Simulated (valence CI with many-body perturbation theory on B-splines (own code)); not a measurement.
Results of a calculation; reference values are marked as such.
Ladder of approximations for Sn¹⁷⁺

Level of theory: relativistic CI+MBPT: five valence electrons over a frozen Dirac-Fock core [Ar] 3d10, radial functions for each j: 9 s, 9 p, 8 d, 6 f, 3 g, 1 h, with the one-electron correlation potential Σ1, the two-electron term Σ2, the three-electron term Σ3, Breit, model QED; selected CI, second order for the rest (own B-spline code, finite nucleus).

No measured spectrum was set against this ion. As an estimate, levels hold to about 250 cm⁻¹ or 0.2 % of their energy and the worst to 1 %, as in measured heavy ions of charge 2 to 7; those with d or f electrons hold less well. Among the levels kept, up to 300 cm⁻¹ of a level comes from second order outside the variational space, and about a tenth of that is noise between levels of different J, which matters for small intervals.

Each rung adds one term. CI alone is the Dirac-Coulomb CI over the frozen core; QED comes last and gives the full result, which names the levels. Energies are above 4s2 4p3 4S°_3/2 on the same rung, in eV.

Names give the largest LS component (configuration and term), which can be under half, so a name can repeat, a term be missing and a line seem to break the LS rules; names also repeat where a configuration has a term twice. Letters in brackets count levels of one name in rising energy.

```tsv
Level	CI alone	+ Σ1	+ Σ2	+ Σ3	+ Breit	Full
4s2 4p3 2D°_3/2	8.148	8.221	8.262	8.266	8.149	8.165
4s2 4p3 2D°_5/2	10.717	10.799	10.809	10.806	10.670	10.687
4s2 4p3 2P°_1/2	14.359	14.446	14.390	14.370	14.245	14.261
4s2 4p3 2P°_3/2	22.264	22.435	22.464	22.454	22.188	22.222
4s 4p4 4P_5/2	49.333	49.439	49.652	49.683	49.664	49.488
4s 4p4 4P_3/2	54.884	55.025	55.195	55.224	55.154	54.990
4s 4p4 4P_1/2	55.586	55.725	55.859	55.879	55.824	55.656
4s 4p4 2D_3/2	61.622	61.782	61.834	61.856	61.742	61.591
4s 4p4 2D_5/2	64.240	64.426	64.504	64.524	64.362	64.214
4s 4p4 2P_1/2	69.417	69.598	69.348	69.350	69.215	69.069
4s 4p4 2P_3/2	70.360	70.504	70.333	70.352	70.196	70.087
4s2 4p2 4d 4F_3/2	72.584	72.657	72.496	72.517	72.391	72.348
4s2 4p2 4d 4F_5/2	75.028	75.099	75.036	75.064	74.878	74.863
4s2 4p2 4d 4D_1/2 [a]	78.674	78.854	78.849	78.872	78.614	78.553
4s2 4p2 4d 2F_5/2	78.927	79.036	79.094	79.129	78.882	78.876
4s2 4p2 4d 4F_7/2	80.256	80.386	80.442	80.479	80.189	80.189
4s2 4p2 4d 4D_3/2	80.883	81.011	80.864	80.888	80.649	80.630
4s2 4p2 4d 2F_7/2 [a]	81.027	81.154	81.187	81.219	80.937	80.935
4s2 4p2 4d 4D_1/2 [b]	81.495	81.694	81.476	81.491	81.225	81.162
4s2 4p2 4d 4F_9/2	83.045	83.192	83.224	83.254	82.925	82.929
4s2 4p2 4d 4D_5/2	84.102	84.255	84.187	84.215	83.899	83.899
4s2 4p2 4d 2P_3/2 [a]	86.164	86.315	85.757	85.762	85.504	85.473
4s2 4p2 4d 2G_7/2	88.086	88.247	88.181	88.194	87.866	87.871
4s2 4p2 4d 4P_5/2	89.631	89.773	89.025	89.022	88.749	88.737
4s2 4p2 4d 4P_3/2	90.289	90.432	89.764	89.758	89.495	89.484
4s2 4p2 4d 4P_1/2	90.515	90.658	89.965	89.959	89.709	89.696
4s2 4p2 4d 2F_7/2 [b]	91.912	92.135	92.198	92.230	91.788	91.806
4s2 4p2 4d 2D_3/2 [a]	92.305	92.459	92.151	92.130	91.837	91.836
4s2 4p2 4d 2G_9/2	93.352	93.574	93.609	93.629	93.191	93.209
4s2 4p2 4d 2P_1/2 [a]	94.609	94.810	94.046	94.032	93.717	93.692
4s2 4p2 4d 2D_5/2 [a]	94.916	95.065	94.265	94.237	93.961	93.954
```

(1) How does the ionisation energy move along the ladder, and which term matters most?

## Answers

(1) CI alone 467.21, + Σ1 468.38, + Σ2 468.36, + Σ3 468.18, + Breit 467.99, + QED 467.99 eV. The largest step is Σ1, 1.16 eV. NIST lists 466 ± 3 eV (theoretical).
